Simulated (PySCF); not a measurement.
Choosing a molecule for a target property.

Each SMILES stands for a single optimised conformer of the isolated species, non-relativistic unless stated. Electronic properties by PySCF.

Dipoles, sizes and rotational constants follow the conformer. The torsions of the flexible species, by atom-mapped SMILES:
- `[NH2:1][Si:2]([F:3])([F:4])[SiH3:5]`: H–N1–Si2–F3 -170°, H–N1–Si2–F3 41°
- `[SiH3:1][NH:2][c:3]1[cH:4][s:5][cH:6][c:7]1[SH:8]`: Si1–N2–C3–C4 3°, H–S8–C7–C6 -3°
- `[SiH3:1][S:2][CH2:3][c:4]1[cH:5][n:6][s:7][cH:8]1`: Si1–S2–C3–C4 63°, S2–C3–C4–C5 -103°
- `[CH3:1][C:2](=[O:3])[n+:4]1[cH:5][cH:6][nH:7][cH:8]1`: C1–C2–N4–C5 0°
- `[NH2:1][c:2]1[cH:3][cH:4][s:5][c:6]1[S:7][SiH3:8]`: S5–C6–S7–Si8 -77°, H–N1–C2–C3 -33°, H–N1–C2–C3 -165°
- `[SiH3:1][CH2:2][S:3][c:4]1[cH:5][cH:6][s:7][n:8]1`: Si1–C2–S3–C4 180°, C2–S3–C4–C5 180°

Task: Wanted: HOMO energy between -10 eV and -8.8 eV (wB97X-D/def2-SVPD) and static isotropic polarisability below 117 au (wB97X-D/def2-SVPD), at GFN2-xTB geometries. Which candidate meets both?
A. `N[Si](F)(F)[SiH3]`
B. `CC(=O)[n+]1cc[nH]c1`
C. `C#C[C@@H]1[C@@H](F)C=C[S@@]1=O`
D. `c1(S)c(csc1)N[SiH3]`
E. `Clc1cpc(Cl)cp1`
F. `[SiH3]SCc1cnsc1`

Result: C. Computed values:
```
                       species  HOMO energy  static isotropic polarisability
           CC(=O)[n+]1cc[nH]c1    -14.62 eV                          66.2 au
             N[Si](F)(F)[SiH3]    -10.30 eV                          60.6 au
C#C[C@@H]1[C@@H](F)C=C[S@@]1=O     -9.05 eV                          88.7 au
                Clc1cpc(Cl)cp1     -8.92 eV                         125.7 au
               [SiH3]SCc1cnsc1     -8.76 eV                         114.5 au
           c1(S)c(csc1)N[SiH3]     -7.72 eV                         119.1 au
```

Task: Wanted: smallest rotational constant between 0.6 GHz and 0.7 GHz (GFN2-xTB) and electronic spatial extent ⟨r²⟩ about the centre of nuclear charge above 1000 bohr² (wB97X-D/def2-SVPD), at GFN2-xTB geometries. Which candidate meets both?
A. `[SiH3]SCc1cnsc1`
B. `N[Si](F)(F)[SiH3]`
C. `C#C[C@@H]1[C@@H](F)C=C[S@@]1=O`
D. `[SiH3]CSc1ccsn1`
E. `[SiH3]Nc1cscc1S`
F. `Nc1ccsc1S[SiH3]`
G. `CC(=O)[N+]1=CNC=C1`

Result: A. Computed values:
| species | smallest rotational constant | electronic spatial extent ⟨r²⟩ about the centre of nuclear charge |
| --- | --- | --- |
| [SiH3]CSc1ccsn1 | 0.488 GHz | 2170 bohr² |
| [SiH3]Nc1cscc1S | 0.582 GHz | 1839 bohr² |
| [SiH3]SCc1cnsc1 | 0.637 GHz | 1783 bohr² |
| Nc1ccsc1S[SiH3] | 0.745 GHz | 1604 bohr² |
| C#C[C@@H]1[C@@H](F)C=C[S@@]1=O | 0.913 GHz | 1231 bohr² |
| CC(=O)[N+]1=CNC=C1 | 1.248 GHz | 900 bohr² |
| N[Si](F)(F)[SiH3] | 1.972 GHz | 714 bohr² |

Task: Wanted: HOMO–LUMO gap above 10 eV (wB97X-D/def2-SVPD) and dipole moment above 1.5 D (wB97X-D/def2-SVPD), at GFN2-xTB geometries. Which candidate meets both?
A. `C1=C[S@@]([C@H](C#C)[C@H]1F)=O`
B. `[SiH3]Nc1cscc1S`
C. `Clc1cpc(Cl)cp1`
D. `[SiH3]SCC1=CSN=C1`
E. `N[Si](F)(F)[SiH3]`
F. `NC1=C(S[SiH3])SC=C1`

Result: E. Computed values:
```
                       species  HOMO–LUMO gap  dipole moment
                Clc1cpc(Cl)cp1        7.50 eV         0.00 D
           NC1=C(S[SiH3])SC=C1        8.77 eV         1.75 D
               [SiH3]Nc1cscc1S        8.96 eV         0.63 D
             [SiH3]SCC1=CSN=C1        9.21 eV         1.23 D
C1=C[S@@]([C@H](C#C)[C@H]1F)=O        9.42 eV         2.33 D
             N[Si](F)(F)[SiH3]       11.43 eV         2.75 D
```

Task: Wanted: lowest triplet excitation (Tamm–Dancoff) below 3.5 eV (TDA wB97X-D/def2-SVPD) and lowest singlet excitation below 4.3 eV (TDDFT wB97X-D/def2-SVPD), at GFN2-xTB geometries. Which candidate meets both?
A. `[SiH3]SCC1=CSN=C1`
B. `Clc1cpc(Cl)cp1`
C. `C1=C[S@@]([C@H](C#C)[C@H]1F)=O`
D. `[SiH3]Nc1cscc1S`
E. `N[Si](F)(F)[SiH3]`
F. `NC1=C(S[SiH3])SC=C1`

Result: B. Computed values:
| species | lowest triplet excitation (Tamm–Dancoff) | lowest singlet excitation |
| --- | --- | --- |
| Clc1cpc(Cl)cp1 | 2.33 eV | 3.85 eV |
| NC1=C(S[SiH3])SC=C1 | 3.44 eV | 4.83 eV |
| [SiH3]Nc1cscc1S | 3.62 eV | 4.94 eV |
| [SiH3]SCC1=CSN=C1 | 3.99 eV | 5.29 eV |
| C1=C[S@@]([C@H](C#C)[C@H]1F)=O | 4.38 eV | 4.72 eV |
| N[Si](F)(F)[SiH3] | 6.36 eV | 6.82 eV |
